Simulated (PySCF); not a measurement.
A structure optimised at B3LYP-D3(BJ)/def2-SVP, used in a PySCF frequency run:

```
C
H 1 1.1054
H 1 1.1054 2 105.70
C 1 1.5359 2 110.04 3 118.79
H 4 1.1047 1 109.47 2 64.26
H 4 1.1047 5 105.66 1 -117.80
C 4 1.5290 5 109.36 6 -117.62
H 7 1.1019 4 111.61 5 57.63
H 7 1.1027 8 107.73 4 122.21
H 7 1.1027 8 107.73 9 115.58
Si 1 1.8912 2 108.02 3 -115.43
H 11 1.4935 1 110.64 2 56.95
H 11 1.4943 12 108.50 1 -121.37
H 11 1.4943 12 108.50 13 -117.25
```
Charge 0, spin multiplicity 1.

Write its SMILES, formula and point group.

CCC[SiH3], C3H10Si, Cs

What are its rotational constants (standard atomic weights)?

20.115, 2.2130, 2.1221 GHz
